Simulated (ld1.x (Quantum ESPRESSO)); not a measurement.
**Transferability test, PAW potential for fluorine (F)**

| Item | Value |
| --- | --- |
| Element | F (Z = 9) |
| Generator | ld1.x (Quantum ESPRESSO) 7.5 |
| Type | PAW |
| Functional | LDA (PZ) |
| Relativity | scalar-relativistic |
| Frozen core | [He] |
| Valence charge | 7 |
| Reference configuration | 2s2 2p5 |
| Partial waves | 2s (bound): rcut 0.50, rcutus 0.65 bohr; 2s channel at 1.35 Ry: rcut 0.50, rcutus 0.65 bohr; 2p (bound): rcut 1.60, rcutus 1.90 bohr; 2p channel at 3.15 Ry: rcut 1.60, rcutus 1.90 bohr; 3d channel at 0.4 Ry: rcut 1.65, rcutus 2.05 bohr |
| Local potential | all-electron potential smoothed inside 0.50 bohr (lloc = -2) |
| Core correction | Bessel-smoothed model core inside 0.40 bohr |
| Augmentation charge | PSQ, inside the norm-conserving radii |

Energies are relative to the spin-unpolarised reference configuration 2s2 2p5; without spin polarisation the order of configurations can differ from experiment. Spin-polarised rows fill each open shell by Hund’s rule, majority spin first.

```tsv
valence configuration	charge	ΔE all-electron (eV)	error AE − PS (meV)
2s2 2p4	+1	19.555	+0.1
2s2 2p2	+3	118.799	-55
2s1 2p6	0	18.390	+6.1
2s2 2p1	+4	204.666	-17
2s2 2p4.5	+0.5	7.630	+0.2
2s1 2p5	+1	38.211	+8.8
2s2 2p5 (spin-polarised)	0	-0.379	+0.7
2s2 2p4 (spin-polarised)	+1	17.723	+6.3
```

Question: What are ΔE and the potential's error for 2s2 2p3?

Answer: ΔE = 58.067 eV all-electron; the error (AE − PS) is -15 meV.
